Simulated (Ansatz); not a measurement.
Species: AlH, charge 0, singlet. AlH (SMILES [AlH]).
B3LYP-D3(BJ)/def2-TZVP minimum from Ansatz (a quantum-chemistry and plane-wave program):
```xyz
2

Al     0.0000     0.0000    -0.1187
H      0.0000     0.0000     1.5432
```

Hartree-Fock and MP2 correlation energies in hartree (Ansatz). UHF or UKS for unpaired electrons; spin-orbit terms are left out. Correlated methods leave the cores frozen. No relativity. The restricted determinant of HAl ([AlH], singlet) is unstable towards broken spin symmetry in at least one set run.

```
basis        X       E(HF)  E(corr, MP2)
-----------  -  ----------  ------------
cc-pV(T+d)Z  3  -242.46237      -0.06206
cc-pV(Q+d)Z  4  -242.46405      -0.06589
cc-pV(5+d)Z  5  -242.46447      withheld
```

Problem. Fit E(corr) = E∞ + A/X³ to X = 3 and 4, predict X = 5, and compare with the run.

Solution. A = (-0.06206 - (-0.06589))/(1/27 - 1/64) = 0.1789; E∞ = -0.06589 - A/64 = -0.06868; at X = 5, E∞ + A/125 = -0.06725. The run gave -0.06761, 0.36 mEh below the prediction. The same form on X = 4 and 5 gives E∞ = -0.06941, 0.73 mEh below the first estimate.
